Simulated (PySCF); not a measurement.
NS, SMILES [N]=S, multiplicity 2.

Geometry optimised at B3LYP-D3(BJ)/def2-TZVPD.

These are M06-2X/def2-TZVPD run with PySCF values and carry that method's errors.

The molecule is in vacuum.

Computed frontier levels, dipole moment:
```yaml
"α spin, highest occupied and lowest empty level": -7.49 and -2.61 eV
"β spin, highest occupied and lowest empty level": -11.40 and -2.12 eV
dipole_moment: 1.86 D
"⟨S²⟩": 0.759 (pure state 0.75)
```
